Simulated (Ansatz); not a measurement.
Program: Ansatz. Geometries: PBE0-D4/def2-TZVP. ΔE: electronic, gas phase. CBS: MP2 limit from def2 TZ/QZ plus the TZ coupled-cluster correction, frozen cores. DFT in def2-TZVPP. B3LYP here is the variant with VWN-RPA as its local correlation; programs differ in this. One conformer a species, not always the lowest.

`F[SiH]1C[SiH2][SiH2]1` + `BB(N)O` → `B[SiH]1C[SiH2][SiH2]1` + `NB(O)F`  (redistribution)

```json
{"level": "PBE-D4", "ΔE (kJ/mol)": "-78.9", "difference from CCSD(T)/CBS": "-32.5"}
{"level": "r2SCAN-D4", "ΔE (kJ/mol)": "-69.3", "difference from CCSD(T)/CBS": "-22.9"}
{"level": "PBE0-D4", "ΔE (kJ/mol)": "-70.1", "difference from CCSD(T)/CBS": "-23.7"}
{"level": "B3LYP-D4", "ΔE (kJ/mol)": "-45.5", "difference from CCSD(T)/CBS": "0.9"}
{"level": "ωB97M-V", "ΔE (kJ/mol)": "-54.5", "difference from CCSD(T)/CBS": "-8.1"}
{"level": "B2PLYP", "ΔE (kJ/mol)": "-42.7", "difference from CCSD(T)/CBS": "3.7"}
{"level": "r2SCAN", "ΔE (kJ/mol)": "-68.3", "difference from CCSD(T)/CBS": "-21.9"}
{"level": "PBE0", "ΔE (kJ/mol)": "-66.4", "difference from CCSD(T)/CBS": "-20.0"}
{"level": "B3LYP", "ΔE (kJ/mol)": "-38.3", "difference from CCSD(T)/CBS": "8.1"}
{"level": "HF/def2-TZVPP", "ΔE (kJ/mol)": "16.0", "difference from CCSD(T)/CBS": "62.4"}
{"level": "MP2/def2-TZVPP", "ΔE (kJ/mol)": "-59.1", "difference from CCSD(T)/CBS": "-12.7"}
{"level": "CCSD/def2-TZVPP", "ΔE (kJ/mol)": "-38.7", "difference from CCSD(T)/CBS": "7.7"}
{"level": "MP2/def2-QZVPP", "ΔE (kJ/mol)": "-55.9", "difference from CCSD(T)/CBS": "-9.5"}
{"level": "HF/CBS(def2)", "ΔE (kJ/mol)": "18.7", "difference from CCSD(T)/CBS": "65.1"}
{"level": "MP2/CBS(def2)", "ΔE (kJ/mol)": "-54.9", "difference from CCSD(T)/CBS": "-8.5"}
{"level": "CCSD/CBS(def2)", "ΔE (kJ/mol)": "-34.5", "difference from CCSD(T)/CBS": "11.9"}
{"level": "CCSD(T)/CBS", "ΔE (kJ/mol)": "-46.4", "difference from CCSD(T)/CBS": "0"}
```

Largest T1 diagnostic among the species: 0.014.

The D4 term adds −7.2 kJ/mol with B3LYP and −3.8 kJ/mol with PBE0; it sums over pairs of atoms, weighted by their polarisabilities, and B3LYP, whose exchange is more repulsive, gets the larger term. In def2-TZVPP, CCSD(T) changes the Hartree–Fock value by −66.6 kJ/mol (the triples alone add −11.9 kJ/mol) and MP2 by −75.1 kJ/mol.
